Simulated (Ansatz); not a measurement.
Computed with Ansatz.

A structure relaxed at PBE0-D4/def2-TZVP, charge 0, multiplicity 1:

```
atom   x (Å)   y (Å)   z (Å)
  C1  -2.307  -0.394  -0.073
  N2  -1.191  -0.589  -0.620
 Si3   0.304  -0.809   0.251
 Ge4   1.722   1.028  -0.268
  H5  -2.465  -0.363   1.018
  H6  -3.203  -0.243  -0.685
  H7   0.090  -0.893   1.730
  H8   0.917  -2.078  -0.218
  H9   1.995   1.106  -1.778
 H10   1.069   2.347   0.179
 H11   3.068   0.887   0.464
```

(1) Give its formula and SMILES.

(2) Summarise the bond lengths by kind.

Results:

(1) CH7GeNSi, `C=N[SiH2][GeH3]`.

(2) 1 × C–N 1.258 Å; 2 × C–H 1.096 to 1.102 Å; 1 × N–Si 1.745 Å; 1 × Ge–Si 2.378 Å; 2 × H–Si 1.485 to 1.497 Å; 3 × Ge–H 1.536 to 1.539 Å.
